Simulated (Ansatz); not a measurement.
`FC(F)C(F)(F)CC(F)(F)F` + H–F → `FC(F)C(F)(F)F` + `CC(F)(F)F` at 400 K and 1 bar (substitution at a C–C bond).

Calculated with Ansatz (gas phase, PBE0-D4/def2-TZVP geometries, no zero-point term in ΔE). CCSD(T)/CBS is the MP2 limit (def2-TZVPP, def2-QZVPP) plus CCSD(T) − MP2 in def2-TZVPP, frozen cores. This one scheme is used for every species. One conformer a species, not always the lowest.

```tsv
species	CCSD(T)/CBS energy (Eh)	H − E (kJ/mol)	S (J/(mol·K))
`FC(F)C(F)(F)CC(F)(F)F`	-852.56394	254.6	474.9
H–F	-100.39570	36.5	182.2
`FC(F)C(F)(F)F`	-575.65828	128.6	363.1
`CC(F)(F)F`	-377.30189	161.7	311.0
```

H − E and S are ideal-gas, rigid-rotor, harmonic terms from PBE0-D4/def2-TZVP, for one conformer and one mirror image of each species. 1 Eh = 2625.50 kJ/mol, R = 8.31446 J/(mol·K).

By hand: ΔE, ΔH, ΔS and ΔG.

ΔE = (-575.65828) + (-377.30189) − (-852.56394) − (-100.39570) = -0.00053 Eh = -1.4 kJ/mol. Δ(H − E) = 128.6 + 161.7 − 254.6 − 36.5 = -0.8, so ΔH = -2.2 kJ/mol. ΔS = 363.1 + 311.0 − 474.9 − 182.2 = 17.0 J/(mol·K). ΔG = -2.2 − 400 × (17.0)/1000 = -9.0 kJ/mol.

By hand: the equilibrium constant, and the temperature at which ΔG would vanish if ΔH and ΔS stayed fixed.

log₁₀ K = −ΔG/(RT ln 10) = 1.2. ΔH and −TΔS have one sign here, so there is no such temperature. One of them is within its doubt of zero, so this could turn.

TΔS isn't small against ΔH here. A doubt of 5 kJ/mol in ΔE shifts log₁₀ K by 0.7 here. Other conformers and mirror images would add mixing entropy, several J/(mol·K) or more a flexible species. Modes under 60 cm⁻¹, often nearly free rotors, make the harmonic entropy too high. These are equilibria of isolated gas molecules and say nothing of rates. Largest T1 diagnostic: 0.012 (customary marks: 0.02 for closed shells, 0.045 for open ones).
